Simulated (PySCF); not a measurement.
Vertical excitations of a molecule C2H7BClNO from TDDFT-PBE/def2-SVPD (PySCF 2.14.0), as energy in eV (oscillator strength): 5.69 (0.002), 6.51 (0.010), 6.63 (0.013), 6.76 (0.002), 6.80 (0.009), 7.22 (0.143), 7.31 (0.039), 7.35 (0.007), 7.48 (0.001), 7.56 (0.000). Lowest triplet (TDA): 5.57 eV. Geometry: B3LYP-D3(BJ)/def2-SVP. Other conformers were not sampled.

Problem. Identify the compound among the candidates.
(A) CN(C)B(O)Cl
(B) CCOB(N)Cl
(C) CNB(Cl)OC

Solution. C, CNB(Cl)OC
